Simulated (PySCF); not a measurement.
Static response to an electric field

Compound: H9N3OSi3.
Cartesian coordinates in Å at the GFN2-xTB level; atoms count from 1:
```
atom  x, y, z in Å
O1    -2.6295   -1.2214   -0.8166
Si2   -1.3668   -0.7655    0.1061
N3     0.1146   -1.4163   -0.4970
Si4    1.7114   -0.8242   -0.2275
N5     1.5463    0.6837    0.5955
Si6    0.2591    1.8300    0.5094
N7    -1.1561    0.9479    0.0707
H8    -2.6406   -1.0062   -1.7454
H9    -1.7697   -1.2949    1.4051
H10    0.0591   -2.3469   -0.8742
H11    2.4868   -1.7088    0.6543
H12    2.3639   -0.6814   -1.5402
H13    2.3912    1.0295    1.0162
H14    0.4718    2.8512   -0.5303
H15    0.1529    2.4431    1.8422
H16   -2.0021    1.4894    0.0204
```

Level: wB97X-D/def2-SVPD (PySCF), static field, nuclei fixed, core orbitals frozen in the response. The polarisability tensor in these axes (au):

```
x   100.09   0.58   0.33
y     0.58  98.02   4.12
z     0.33   4.12  84.54
```

**Question.** Diagonalise the tensor; give its mean and Δα, where Δα² is half the sum of the squared differences of the eigenvalues.

**Answer.** Principal values 83.38, 98.84 and 100.43 au; mean 94.22 au = 13.96 Å³ = 15.53 × 10⁻⁴⁰ C²·m²/J; Δα = 16.31 au (17 % of the mean).

**Question.** What is the dipole moment, and where does it point?

**Answer.** (0.69, 0.57, -0.85) D, 1.24 D in size, pointing from the negative to the positive side. Measured along this direction, the outermost atoms are H9 at the negative end and H12 at the positive end.

**Question.** Find the Langevin capture rate constant for NH4+ (18.034 u) meeting this molecule (151.005 u), k = 2.342 × 10⁻⁹ cm³/s × √(α in Å³ / reduced mass in u).

**Answer.** The reduced mass is 16.11 u, so k = 2.18 × 10⁻⁹ cm³/s. The formula leaves out the permanent dipole, which adds to the capture rate.

**Question.** What would n − 1 = 2πNα be for an ideal gas of these molecules at 273.15 K and 1 atm, electronic part alone?

**Answer.** N = p/kT = 2.6868 × 10¹⁹ cm⁻³, so n − 1 = 2π × N × 13.96 × 10⁻²⁴ cm³ = 2357 × 10⁻⁶ at long wavelengths.

**Question.** Directions of the eigenvectors, and the extent of the frame along each?

**Answer.** Largest value along (0.89, 0.44, 0.13), where the nuclei span 5.73 Å; middle along (-0.46, 0.86, 0.24), 4.91 Å; least along (-0.01, -0.27, 0.96), 3.10 Å. The response follows the extents in order.

One conformer (not necessarily the lowest) at the GFN2-xTB geometry, without solvent, vibrations or thermal averaging.
